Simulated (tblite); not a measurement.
C4H5N2O3S (charge -1).
Numbering: `[CH3:1][n:2]1[n:3][cH:4][cH:5][c:6]1[S:7](=[O:8])(=[O:9])[O-:10]` (hydrogens: H11, H12, H13 on C1; H14 on C4; H15 on C5)
Bond orders are those of one Lewis drawing.

Computed with GFN2-xTB (tblite), gas phase: L-BFGS steps from a force-field or distance-geometry start until the largest atomic force falls under 0.01 eV/Å.

Step 6: E = -888.5176 eV
```
atom  x, y, z in Å  |  force x, y, z in eV/Å
C1     -0.9353   -1.6548   -0.1161    0.053   0.069   0.030
N2      0.1977   -0.7946    0.0665    0.022  -0.035  -0.054
N3      1.4207   -1.2966    0.2793   -0.116   0.089   0.019
C4      2.2147   -0.2405    0.3830    0.052  -0.023  -0.015
C5      1.5000    0.9503    0.2258    0.063  -0.029   0.038
C6      0.2018    0.5447    0.0222   -0.006  -0.052  -0.023
S7     -1.2869    1.4956   -0.2627   -0.133   0.031  -0.007
O8     -1.8232    0.9446   -1.5020   -0.044  -0.113  -0.150
O9     -0.8363    2.8739   -0.3603    0.035   0.093  -0.006
O10    -2.1046    1.2081    0.9111   -0.107  -0.120   0.139
H11    -1.7609   -1.3173    0.5121    0.052   0.085   0.008
H12    -0.6253   -2.6647    0.1544   -0.044   0.007   0.000
H13    -1.2728   -1.6293   -1.1545    0.026   0.065   0.003
H14     3.2633   -0.3754    0.5609    0.093  -0.026   0.020
H15     1.8426    1.9639    0.2583    0.054  -0.041  -0.004
```

Step 7: E = -888.5211 eV
```
atom  x, y, z in Å  |  force x, y, z in eV/Å
C1     -0.9336   -1.6516   -0.1157    0.023   0.029   0.013
N2      0.2018   -0.7971    0.0673   -0.035   0.047  -0.068
N3      1.4233   -1.2998    0.2815   -0.099   0.089   0.006
C4      2.2188   -0.2446    0.3837    0.034   0.048  -0.011
C5      1.5030    0.9470    0.2259    0.024  -0.040   0.033
C6      0.2026    0.5430    0.0225    0.028  -0.023  -0.027
S7     -1.2939    1.4961   -0.2639   -0.057  -0.033  -0.001
O8     -1.8293    0.9437   -1.5051   -0.005  -0.071  -0.061
O9     -0.8420    2.8754   -0.3603    0.001   0.016  -0.001
O10    -2.1114    1.2055    0.9112   -0.057  -0.098   0.065
H11    -1.7591   -1.3080    0.5097    0.066   0.059   0.032
H12    -0.6223   -2.6617    0.1543   -0.089   0.006   0.000
H13    -1.2759   -1.6243   -1.1533    0.062   0.057   0.012
H14     3.2689   -0.3770    0.5621    0.044  -0.030   0.013
H15     1.8446    1.9614    0.2582    0.061  -0.054  -0.003
```

**Question.** Estimate the geometry and energy of step 8. (The exact step hangs on the optimiser's Hessian estimate; all steps are aligned on step 7, rigid shifts and turns removed.)

**Answer.** E = -888.5230 eV, largest force 0.097 eV/Å
```
atom  x, y, z in Å  |  force x, y, z in eV/Å
C1     -0.9324   -1.6496   -0.1153   -0.003   0.021  -0.001
N2      0.2034   -0.7970    0.0664   -0.038   0.044  -0.054
N3      1.4231   -1.3003    0.2829   -0.041   0.065  -0.004
C4      2.2215   -0.2462    0.3839    0.001   0.036  -0.001
C5      1.5046    0.9447    0.2266    0.029   0.009   0.022
C6      0.2034    0.5422    0.0220   -0.007   0.043  -0.034
S7     -1.2991    1.4959   -0.2645    0.019  -0.058   0.003
O8     -1.8323    0.9419   -1.5076    0.013  -0.034   0.013
O9     -0.8449    2.8762   -0.3603   -0.049  -0.062   0.007
O10    -2.1157    1.2022    0.9122   -0.017  -0.073  -0.010
H11    -1.7569   -1.3021    0.5091    0.061   0.047   0.044
H12    -0.6224   -2.6600    0.1542   -0.097   0.003   0.003
H13    -1.2762   -1.6207   -1.1525    0.067   0.049   0.008
H14     3.2726   -0.3784    0.5630    0.002  -0.029   0.007
H15     1.8469    1.9592    0.2581    0.059  -0.061  -0.002
```

The energy changes by -0.0019 eV. The first-order estimate −F·Δx gives -0.0027 eV and the mean of the old and new forces, exact on a quadratic surface, -0.0019 eV. The step makes an angle of 53° with the force vector and moves no atom by more than 0.006 Å.

What follows is the cost of the whole relaxation. The run took 0.63 s of wall time on one thread of an Intel Xeon 6975P-C, no GPU, shared host with 192 logical CPUs at a one-minute load of 104.
